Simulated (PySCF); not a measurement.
**MI₂ across the alkaline earths**

Level: PBE0, basis family def2-TZVP, scalar-relativistic core potentials from Rb on and no relativity for lighter atoms.

Each entry is the lowest minimum that a search over a few typed start shapes (and spin states, where more than one is plausible) found, or that minimum re-optimised at the stated level; isomers with ligand–ligand bonds, or fragments after loss of a ligand pair, can lie lower. Open shells are unrestricted; no spin–orbit coupling; PySCF with density fitting.

```csv
molecule,2S+1,point group,mean bond to the central atom (Å),highest ω (cm⁻¹),distinct angles (°),atomisation (kJ/mol)
BeI₂,1,D∞h,2.162,883,180,682
MgI₂,?,?,?,?,?,?
CaI₂,1,D∞h,2.825,313,180,689
```

Fill in the row of MgI₂.

2S+1: 1; point group: D∞h; mean bond to the central atom (Å): 2.530; highest ω (cm⁻¹): 463; distinct angles (°): 180; atomisation (kJ/mol): 568.

The bond lengthens at every step; the largest change, 0.368 Å, falls between BeI₂ and MgI₂ among the members listed.

The shape of CaI₂ rests on a mode under 45 cm⁻¹ and is not firmly settled.

Left out of the table are members whose search was unfinished or whose lowest solution was spin-contaminated, unstable, very soft or bonded differently.
